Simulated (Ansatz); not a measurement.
System: methyl-bis(sulfanyl)borane, CH$_{5}$BS$_{2}$ (charge 0, singlet). 
Geometry from a B3LYP-D3(BJ)/def2-TZVP (Ansatz, a program for electronic structure) optimisation:
```
B
C 1 1.5684
H 2 1.0908 1 113.40
H 2 1.0938 3 107.89 1 122.62
H 2 1.0938 3 107.89 4 114.76
S 1 1.8045 2 118.28 3 0.00
H 6 1.3450 1 99.51 2 180.00
S 1 1.8079 2 122.78 3 -180.00
H 8 1.3444 1 97.66 2 0.00
```
Charge 0, spin multiplicity 1.

Wanted: atomisation energy (electronic, to ground-state atoms), in eV. Valence correlation only, unless marked. Open shells are spin-unrestricted. No spin-orbit coupling. Non-relativistic. The coupled-cluster limit lacks core correlation, which all-electron functionals hold. CBS marks a two-point X^-3 extrapolation of the correlation energy; Hartree-Fock from the larger set.

```csv
level,program,atomisation energy (eV)
PBE-D4/def2-TZVPD,Ansatz + dftd4,33.99
r2SCAN0-D4/def2-TZVPD,Ansatz + dftd4,33.24
CAM-B3LYP-D4/def2-TZVPD,Ansatz + dftd4,…
RPA@PBE/cc-pV(Q+d)Z,Ansatz,…
SCS-MP2/cc-pV(D+d)Z,Ansatz,31.01
SCS-MP2/aug-cc-pV(T+d)Z,Ansatz,32.86
CCSD/aug-cc-pV(T+d)Z,Ansatz,…
"CCSD(T)/CBS(aug-cc-pV(T+d)Z,aug-cc-pV(Q+d)Z)",Ansatz,33.26
```

**Question.** Complete the blanks.

**Answer.** 
- CAM-B3LYP-D4/def2-TZVPD, atomisation energy (eV): 33.31
- RPA@PBE/cc-pV(Q+d)Z, atomisation energy (eV): 31.44
- CCSD/aug-cc-pV(T+d)Z, atomisation energy (eV): 32.06
